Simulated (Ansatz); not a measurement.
Mulliken charges of C3H5FSn, SMILES `C[C]1=[C](F)[SnH2]1` from B3LYP/def2-TZVPP in Ansatz (PBE0-D4/def2-TZVP geometry).

| atom | x (Å) | y (Å) | z (Å) | charge (e) |
| --- | --- | --- | --- | --- |
| C1 | -1.474 | -0.693 | -0.336 | -0.255 |
| C2 | -0.111 | -0.183 | -0.060 | -0.169 |
| C3 | 1.134 | -0.628 | -0.059 | -0.043 |
| F4 | 1.646 | -1.828 | -0.338 | -0.190 |
| Sn5 | 1.240 | 1.369 | 0.500 | 0.578 |
| H6 | -2.113 | -0.590 | 0.545 | 0.096 |
| H7 | -1.946 | -0.126 | -1.142 | 0.096 |
| H8 | -1.450 | -1.748 | -0.623 | 0.102 |
| H9 | 1.441 | 1.811 | 2.132 | -0.107 |
| H10 | 1.713 | 2.565 | -0.615 | -0.107 |

Problem. By hand: the dipole of these point charges (1 e Å = 4.8032 D).

Solution. Σ q r = (-0.125, 0.658, 0.168) e Å, of length 0.691 e Å = 3.32 D.

Problem. How does the dipole of the full density compare? (Estimate.)

Solution. Ansatz gave: (-0.230, 0.329, 0.068) e Å, 1.96 D; the point charges give 1.69 times that, at 24° from its direction.

Point charges leave out the atoms' own dipoles, such as those of lone pairs, and Mulliken's split depends on the basis, so the two needn't agree.

B3LYP here is the variant with VWN-RPA as its local correlation; programs differ in this.
